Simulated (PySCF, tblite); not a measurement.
Isomers of C7H6FN3. Calculated harmonic vibrations of the isolated species, GFN2-xTB (tblite), most abundant isotopes, no scaling. Against measured fundamentals such values can be off by several per cent, at times by over 20. One conformer each.

Electronic energies: PBE0/pcSseg-1 single points on the GFN2-xTB geometries (PySCF, gas phase).

```json
{"SMILES": "Cc1nnn2c(F)cccc12", "electronic energy, lowest = 0 (kcal/mol)": "7.0"}
{"SMILES": "Cc1cccc2c(F)nnn12", "electronic energy, lowest = 0 (kcal/mol)": "4.6"}
{"SMILES": "Cn1nnc2c(F)cccc21", "electronic energy, lowest = 0 (kcal/mol)": "0.0"}
```

How do GFN2-xTB zero-point energies change the relative energies?

```tsv
SMILES	ZPE (kcal/mol)	of it from modes above 1550 cm⁻¹	electronic (kcal/mol)	with ZPE, lowest = 0 (kcal/mol)	lowest mode (cm⁻¹)	rings
Cn1nnc2c(F)cccc21	76.6	30.8	0.0	0.0	103	2
Cc1cccc2c(F)nnn12	76.6	30.9	4.6	4.5	89	2
Cc1nnn2c(F)cccc12	76.3	30.9	7.0	6.7	65	2
```

The zero-point energies span 0.3 kcal/mol, from `Cc1nnn2c(F)cccc12` to `Cn1nnc2c(F)cccc21`. The order is unchanged.

And how do the electronic energies of GFN2-xTB itself compare?

`Cn1nnc2c(F)cccc21` 0.8; `Cc1cccc2c(F)nnn12` 0.0; `Cc1nnn2c(F)cccc12` 4.2 kcal/mol, lowest = 0. Against the energies above, taken from the same isomer `Cn1nnc2c(F)cccc21`, the largest difference is 5.4 kcal/mol.

What do entropy and thermal enthalpy add at 298.15 K and 1 bar (rigid rotor, harmonic oscillator, one conformer each)?

```json
{"SMILES": "Cn1nnc2c(F)cccc21", "point group": "Cs", "symmetry number": "1", "S (cal/(mol K))": "91.8", "H − H(0) (kcal/mol)": "6.08", "ZPE + H − H(0) − TS (kcal/mol)": "55.3"}
{"SMILES": "Cc1cccc2c(F)nnn12", "point group": "Cs", "symmetry number": "1", "S (cal/(mol K))": "91.9", "H − H(0) (kcal/mol)": "6.08", "ZPE + H − H(0) − TS (kcal/mol)": "55.2"}
{"SMILES": "Cc1nnn2c(F)cccc12", "point group": "Cs", "symmetry number": "1", "S (cal/(mol K))": "92.9", "H − H(0) (kcal/mol)": "6.16", "ZPE + H − H(0) − TS (kcal/mol)": "54.8"}
```
